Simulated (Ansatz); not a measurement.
Relaxation of CH₄B₂O₃S (11 atoms, charge 0, multiplicity 1), to a largest force component of 0.02 eV/Å in at most 50 steps.

These are results of RKS BLYP/def2-SVP (Ansatz), not measurements.

```xyz
11
Properties=species:S:1:pos:R:3:forces:R:3
O -1.386 -2.228 -0.254 -1.65 3.47 -0.68
B -1.314 -0.730 -0.320 2.14 -2.09 -0.63
O -0.719 -0.095 -1.488 2.36 -0.27 2.04
B 0.693 0.247 -0.908 -5.98 -0.97 0.86
C 0.578 0.675 0.615 0.87 0.70 0.10
O 0.817 2.074 0.766 0.43 0.71 -0.09
S -1.052 0.243 1.274 -1.40 -0.79 0.23
H -0.482 -2.494 -0.078 0.78 -0.43 0.12
H 1.546 -0.408 -1.192 2.50 -0.74 -1.89
H 1.348 0.121 1.223 -0.24 0.53 -0.14
H 0.037 2.538 0.383 0.19 -0.12 0.07
```

Where does it end, and by what steps?

The run converged. After 18 steps the energy has fallen by 3.072 eV; H8 moved furthest, 1.50 Å.

```tsv
step	energy less start (eV)	largest force component (eV/Å)	accepted
0	0.0000	5.984	yes
1	-1.2050	2.171	yes
2	-1.7589	0.969	yes
3	-2.0423	1.229	yes
4	-2.3360	0.621	yes
5	-2.5592	0.516	yes
6	-2.7438	0.640	yes
7	-2.9072	0.569	yes
8	-3.0187	0.356	yes
9	-3.0673	0.108	yes
10	-3.0617	0.273	no
11	-3.0706	0.041	yes
12	-3.0708	0.107	yes
13	-3.0714	0.082	yes
14	-3.0719	0.059	yes
15	-3.0720	0.033	yes
16	-3.0721	0.023	yes
17	-3.0721	0.032	no
18	-3.0721	0.002	yes
```

```xyz
11
Properties=species:S:1:pos:R:3
O -1.842 -2.152 -0.077
B -0.939 -1.144 0.038
O 0.022 -0.905 -0.982
B 0.884 0.123 -0.728
C 0.703 0.851 0.691
O 0.623 2.261 0.666
S -0.837 -0.014 1.470
H -1.725 -2.657 -0.906
H 1.705 0.449 -1.559
H 1.545 0.612 1.376
H -0.075 2.518 0.031
```

Whether the end is a true minimum wasn't checked by a vibrational analysis.

Time of the run: 42 s on 2 threads of Intel(R) Xeon(R) 6975P-C (Granite Rapids) (shared host), peak memory 0.19 GiB.
